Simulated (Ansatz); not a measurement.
A structure relaxed at PBE0-D4/def2-TZVP, charge 0, multiplicity 1:

Cartesian coordinates in Å:
```
O 2.562 1.326 -0.462
Si 1.076 0.840 -0.924
O 0.365 1.957 -1.885
O 1.288 -0.596 -1.654
O 0.075 0.680 0.360
Ti -0.989 -0.596 1.036
O -0.325 -1.200 2.584
O -0.941 -1.896 -0.244
O -2.670 -0.025 1.277
H 2.661 2.261 -0.281
H 0.668 1.990 -2.793
H 0.610 -1.255 -1.454
H 0.533 -1.149 3.008
H -1.685 -2.367 -0.622
H -3.227 0.031 2.054
```

Q: Give its formula and SMILES.

A: H6O7SiTi, `O[Si](O)(O)[O][Ti]([OH])([OH])[OH]`.

Q: Point group (tolerance 0.08 Å, 0.16 Å for H)?

A: C1.

Q: Summarise the bond lengths by kind.

A: 4 × O–Si 1.624 to 1.636 Å; 6 × H–O 0.957 to 0.967 Å; 4 × O–Ti 1.790 to 1.825 Å.

Program: Ansatz 0.2.0.
